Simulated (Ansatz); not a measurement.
Basis-set extrapolation for `[SiH3]C#C[SiH2]Cl` (PBE0-D4/def2-TZVP geometry, frozen core, Ansatz). Multiplicity 1, RHF reference.

```csv
,def2-TZVPP,def2-QZVPP
HF,-1116.091278,-1116.125203
MP2 correlation,-0.728244,-0.785444
CCSD(T) correlation,-0.819447,-0.872611
```

Energies in hartree. Use E(X) = E(∞) + A·exp(−7.88·√X) for Hartree–Fock and E(X) = E(∞) + B·X^(−2.97) for correlation, with X = 3 and 4.

Problem. What is the CCSD(T) energy at the basis-set limit?

Solution. HF limit: -1116.125203 + (-0.033925) × 0.13774 = -1116.12988. Correlation limit: -0.872611 + (-0.053164) × 0.74074 = -0.91199. Total: -1117.04187 hartree, 344.3 kJ/mol below CCSD(T)/def2-TZVPP.
